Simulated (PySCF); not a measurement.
System: C$_{4}$H$_{2}$BrSe (charge 0, doublet). It need not be the lowest isomer of its formula. SMILES: [c]1[se]ccc1Br
Geometry: optimised at B3LYP-D3(BJ)/def2-TZVP (Ansatz).

Dispersion corrections to the total energy (kcal/mol) from the dftd3 and dftd4 libraries through PySCF: D3(BJ) without and D4 with the three-body term, each with the damping fitted for the functional named.

```csv
functional,D3(BJ),D4
CAM-B3LYP,-5.69,-6.02
HSE06,…,-5.49
revPBE,-15.77,…
BLYP,-14.62,-15.29
BHLYP,-9.96,…
B2PLYP,-5.93,-4.82
r2SCAN,-1.77,-1.59
```

Q: Complete the blanks.

A: 
- HSE06, D3(BJ): -4.80
- revPBE, D4: -20.13
- BHLYP, D4: -9.08
